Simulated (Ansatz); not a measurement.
System: CH₄B, charge 0, doublet. CH4B (SMILES [BH]C, doublet).
B3LYP-D3(BJ)/def2-TZVP minimum from Ansatz (a program for electronic structure):
```
C
H 1 1.0906
H 1 1.0970 2 109.30
H 1 1.1021 2 107.26 3 -113.97
B 1 1.5376 2 115.98 4 -117.64
H 5 1.1921 1 128.20 2 -169.04
```
Charge 0, spin multiplicity 2.

Total energies in hartree (Ansatz). UHF or UKS for unpaired electrons; spin-orbit terms are left out. Cores are frozen in correlated methods. No relativity. Where a partner has so few electrons that a lower coupled-cluster level is exact, that level stands in.

```tsv
species	HF/cc-pVTZ	CCSD(T)/cc-pVTZ	HF/cc-pVQZ	CCSD(T)/cc-pVQZ	CCSDT(Q)/cc-pVTZ
1: CH4B (SMILES [BH]C, doublet)	-64.82765	-65.12337	-64.83179	-65.14141	-65.12443
2: B (doublet)	-24.53207	-24.59810	-24.53297	-24.60084	-24.59852
3: H (doublet)	-0.49981	-0.49981	-0.49995	-0.49995	-0.49981
4: C (triplet)	-37.69157	-37.78076	-37.69331	-37.78654	-37.78126
```

Question: Work out the atomisation energy (electronic, to ground-state atoms) in kcal/mol: take Hartree-Fock from cc-pVQZ, extrapolate the CCSD(T) correlation energy as X^-3 (X = 3, 4), and add CCSDT(Q) - CCSD(T) in cc-pVTZ. 1 hartree = 627.51 kcal/mol.

Answer: 
Species 1: correlation (64·(-0.30962) - 27·(-0.29572))/37 = -0.31976; step -0.00106; E1 = -64.83179 + (-0.31976) + (-0.00106) = -65.15261
Species 2: correlation (64·(-0.06787) - 27·(-0.06603))/37 = -0.06921; step -0.00042; E2 = -24.53297 + (-0.06921) + (-0.00042) = -24.60260
Species 3: correlation (64·(0.00000) - 27·(0.00000))/37 = 0.00000; step +0.00000; E3 = -0.49995 + (0.00000) + (+0.00000) = -0.49995
Species 4: correlation (64·(-0.09323) - 27·(-0.08919))/37 = -0.09618; step -0.00050; E4 = -37.69331 + (-0.09618) + (-0.00050) = -37.78999
-1·E1 +1·E2 +4·E3 +1·E4 = 0.76022 hartree = 477.0 kcal/mol.
